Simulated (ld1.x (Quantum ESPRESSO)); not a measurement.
**Logarithmic derivatives: Nb, PAW**

```json
{
  "Element": "niobium",
  "Generator": "ld1.x (Quantum ESPRESSO) 7.5",
  "Type": "PAW",
  "Functional": "PBE",
  "Relativity": "scalar-relativistic",
  "Frozen core": "[Ar] 3d10 4s2",
  "Valence charge": "11",
  "Reference configuration": "4p6 4d4.5 5s0.5 5p0",
  "Partial waves": "5s (bound): rcut 3.00, rcutus 3.70 bohr; 5s channel at 1 Ry: rcut 3.00, rcutus 3.70 bohr; 4p (bound): rcut 1.75, rcutus 2.05 bohr; 5p (bound, empty): rcut 1.75, rcutus 2.05 bohr; 4d (bound): rcut 1.90, rcutus 2.35 bohr; 4d channel at 0.3 Ry: rcut 1.90, rcutus 2.35 bohr",
  "Local potential": "all-electron potential smoothed inside 2.90 bohr (lloc = -1)",
  "Core correction": "Bessel-smoothed model core, default radius (core density twice the valence density)",
  "Augmentation charge": "BESSEL, radius 1.95 bohr"
}
```

The phase is arctan(r·u′/u) with u = r·R(r), unwrapped; energies in Ry, scanned from -4 to 5 Ry. A pole is an energy at which the radial function vanishes at the test radius. The pseudo phase is shifted by a multiple of π to meet the all-electron one at the reference energy, and phase errors are pseudo minus all-electron; the curves can meet again beyond the range given. Levels narrower than the energy grid can be missing from the lists of poles. n/a: not evaluated, since a narrow level or a reset projector energy made the automatic matching unsafe.

Q: For each channel, where are the poles, and over which energies does the pseudopotential scatter like the atom?

A:

```tsv
channel	radius (bohr)	reference energy (Ry)	poles, all-electron	poles, pseudo	unbroken range about the reference energy with phases within 0.05 rad	phase error 1 Ry above the reference energy (rad)
s	3.98	-0.27	0.33, 3.84	0.33, 1.93, 4.03	below 1.6	-0.000
p	3.98	-0.07	0.95, 4.63	0.95, 4.67	n/a	n/a
d	3.98	-0.18	-0.06, 2.22	-0.06, 2.22	below 3.7	-0.000
```

Phases in the p channel:

| E (Ry) | all-electron | pseudo |
| --- | --- | --- |
| -4.00 | 1.440 | 1.440 |
| -3.76 | 1.436 | 1.436 |
| -3.52 | 1.431 | 1.431 |
| -3.28 | 1.425 | 1.425 |
| -3.04 | 1.419 | 1.419 |
| -2.80 | 1.410 | 1.410 |
| -2.56 | 1.395 | 1.395 |
| -2.32 | -1.740 | -1.740 |
| -2.08 | -1.755 | -1.755 |
| -1.84 | -1.770 | -1.770 |
| -1.60 | -1.787 | -1.787 |
| -1.36 | -1.810 | -1.810 |
| -1.12 | -1.840 | -1.840 |
| -0.88 | -1.886 | -1.885 |
| -0.64 | -1.960 | -1.960 |
| -0.40 | -2.107 | -2.107 |
| -0.16 | -2.511 | -2.511 |
| 0.08 | -3.663 | -3.663 |
| 0.32 | -4.347 | -4.347 |
| 0.56 | -4.564 | -4.564 |
| 0.80 | -4.668 | -4.668 |
| 1.04 | -4.735 | -4.735 |
| 1.28 | -4.789 | -4.789 |
| 1.52 | -4.843 | -4.842 |
| 1.76 | -4.908 | -4.907 |
| 2.00 | -5.008 | -5.005 |
| 2.24 | -5.208 | -5.199 |
| 2.48 | -5.822 | -5.783 |
| 2.72 | -7.010 | -6.972 |
| 2.96 | -7.462 | -7.449 |
| 3.20 | -7.622 | -7.615 |
| 3.44 | -7.702 | -7.698 |
| 3.68 | -7.752 | -7.748 |
| 3.92 | -7.787 | -7.783 |
| 4.16 | -7.813 | -7.810 |
| 4.40 | -7.835 | -7.832 |
| 4.64 | -7.855 | -7.852 |
| 4.88 | -7.873 | -7.870 |
